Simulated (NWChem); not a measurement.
CNB(Cl)Cl (CH4BCl2N), optimised at PBE0/def2-SVP with NWChem:

```
Item                         Result
---------------------------  ------
highest occupied level (eV)   -7.78
orbital gap (eV)               8.39
dipole (D)                     3.04
```

All stand in one matching conformer (torsions within 35°), which need not be the lowest. One or both are not confirmed as a minimum by frequencies. def2 effective core potentials on In; no spin-orbit coupling.

**Question.** One B atom is replaced by In, giving [Cl][In]([NH]C)[Cl] (CH4Cl2InN), optimised at the same level. How do these values move?

**Answer.** 
```tsv
quantity	new value	change
highest occupied level (eV)	-6.98	+0.80
orbital gap (eV)	5.00	-3.39
dipole (D)	3.09	+0.05
```
